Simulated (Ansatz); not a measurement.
CH6FNOSi can be A, `C[Si](N)(O)F`, or B, `N[SiH2]C(O)F`.

Program: Ansatz. Geometries: PBE0-D4/def2-TZVP. ΔE: electronic, gas phase. CCSD(T)/CBS adds triple-zeta CCSD(T) − MP2 to the extrapolated MP2 energy (def2 sets, frozen cores). DFT in def2-TZVPP. B3LYP here is the variant with VWN-RPA as its local correlation; programs differ in this. One conformer a species, not always the lowest.

Task: Which isomer does CCSD(T)/CBS put lower? Give the gap. (Estimate.)

Result: Computed: A, by 444.8 kJ/mol.

Task: Give E(B) − E(A) in kJ/mol with B3LYP-D4, HF/def2-TZVPP, ωB97M-V, CCSD/def2-TZVPP, B2PLYP, MP2/def2-TZVPP, PBE-D4. (Best estimate.)

Result: The calculation gave: B3LYP-D4 426.9, HF/def2-TZVPP 452.1, ωB97M-V 432.8, CCSD/def2-TZVPP 442.5, B2PLYP 437.6, MP2/def2-TZVPP 454.7, PBE-D4 402.4. None reverses the order clearly.

Largest T1 diagnostic: 0.012.

From PBE to PBE0 (25 % exact exchange), in def2-TZVPP and without D4, E(B) − E(A) moves by +18.7 kJ/mol.
